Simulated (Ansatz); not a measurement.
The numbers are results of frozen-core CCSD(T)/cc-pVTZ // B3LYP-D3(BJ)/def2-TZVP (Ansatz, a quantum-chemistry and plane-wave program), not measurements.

Ansatz 0.2 input:
```yaml
crystal:
  periodic: [false, false, false]
  atoms:
    - { symbol: O, position_ang: [-1.22727, -0.76579, 0.020894] }
    - { symbol: Ga, position_ang: [0.382302, -0.009501, -0.004052] }
    - { symbol: Br, position_ang: [2.199752, -1.371477, -0.007485] }
    - { symbol: Br, position_ang: [0.590121, 2.268927, -0.025794] }
    - { symbol: H, position_ang: [-1.944906, -0.122159, 0.016438] }
basis:
  gaussian: { orbitals: cc-pVTZ }
correlation:
  method: ccsd_t
```

Output:

```
Functional definition: HF
1115 factors; integrals over basis functions are off by at most 1.4e-3 eV
mean field evaluation 1: about -194390.9304 eV, gradient 3.9e1 eV
mean field evaluation 2: about -194391.0364 eV, gradient 4.0e1 eV
mean field evaluation 4: about -194394.0347 eV, gradient 2.2e0 eV
mean field evaluation 8: about -194394.0643 eV, gradient 2.2e-1 eV
mean field evaluation 16: about -194390.9298 eV, gradient 3.9e1 eV
mean field -194394.06448839 eV, -7143.8501049190 hartree, gradient 5.3e-6 eV, S^2 0.000000; 0 other end points of the search recorded, 0 dependent functions left out
28 core orbitals not correlated
reference -194394.06448839 eV, -7143.8501049190 hartree; 27, 27 occupied and 118, 118 virtual orbitals, 1115 factors
second order -22.78073839 eV of doubles, -0.00000000 eV of singles
cycle   1  -22.55214339 eV  change    2.3e-1 eV  update   1.1e-1
cycle   2  -23.12240767 eV  change   -5.7e-1 eV  update   3.1e-2
cycle   3  -23.23060050 eV  change   -1.1e-1 eV  update   1.7e-2
cycle   4  -23.21587003 eV  change    1.5e-2 eV  update   4.7e-3
cycle   5  -23.21235221 eV  change    3.5e-3 eV  update   2.3e-3
cycle   6  -23.21377467 eV  change   -1.4e-3 eV  update   7.0e-4
cycle   7  -23.21337317 eV  change    4.0e-4 eV  update   2.6e-4
cycle   8  -23.21331939 eV  change    5.4e-5 eV  update   7.7e-5
cycle   9  -23.21337820 eV  change   -5.9e-5 eV  update   2.7e-5
perturbative correction -0.97697460 eV, -0.0359031543 hartree
Total energy: -194418.25484119 eV, -7144.7390839875 hartree
```

Cost: roughly 5 core-minutes.
